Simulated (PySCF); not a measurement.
Ge(F)(NH2) (FGeH₂N), SMILES [NH2][Ge][F] (connectivity only; charge and spin as stated), neutral, multiplicity 1. Coordinates come from a PBE0-D3(BJ)/def2-TZVP optimisation. The values are those of a single conformer.

PySCF with TDDFT-LC-ωPBE/def2-SVPD puts the lowest singlet excitations at 5.22, 6.38, 7.29, 7.52, 8.07, 8.22 eV.

Question: What are the lowest excitation roots from ADC(2)/aug-cc-pVDZ (PySCF)? (An estimate is asked for; the answer gives what the named calculation found.)

Answer: 5.22, 5.58, 6.42, 6.74, 7.04, 7.17 eV. S1 differs by 0.00 eV (second minus first; roots are paired by order, and the bases may differ).
